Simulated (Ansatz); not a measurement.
C3H7AlSi can be A, `CC1=C[SiH]1[AlH2]`, or B, `[AlH2][C]1=C[SiH2]C1`.

Calculated with Ansatz (gas phase, PBE0-D4/def2-TZVP geometries, no zero-point term in ΔE). CBS: MP2 limit from def2 TZ/QZ plus the TZ coupled-cluster correction, frozen cores. DFT in def2-TZVPP. B3LYP here is the variant with VWN-RPA as its local correlation; programs differ in this.

Which is lower in electronic energy at CCSD(T)/CBS, and by how much? (An estimate is asked.)

Computed: B, by 15.6 kcal/mol.

Give E(B) − E(A) in kcal/mol with PBE0-D4, B3LYP, CCSD(T)/def2-TZVPP, r2SCAN-D4, B2PLYP, HF/def2-TZVPP, B3LYP-D4. (Estimate.)

The calculation gave: PBE0-D4 -12.3, B3LYP -13.0, CCSD(T)/def2-TZVPP -15.4, r2SCAN-D4 -12.1, B2PLYP -14.6, HF/def2-TZVPP -17.7, B3LYP-D4 -14.1. None reverses the order clearly.

Largest T1 diagnostic: 0.014.

In def2-TZVPP, CCSD(T) changes the Hartree–Fock value by +2.2 kcal/mol (the triples alone add +0.5 kcal/mol) and MP2 by +1.3 kcal/mol. The D4 term adds −1.1 kcal/mol with B3LYP and −0.5 kcal/mol with PBE0; it sums over pairs of atoms, weighted by their polarisabilities, and B3LYP, whose exchange is more repulsive, gets the larger term.
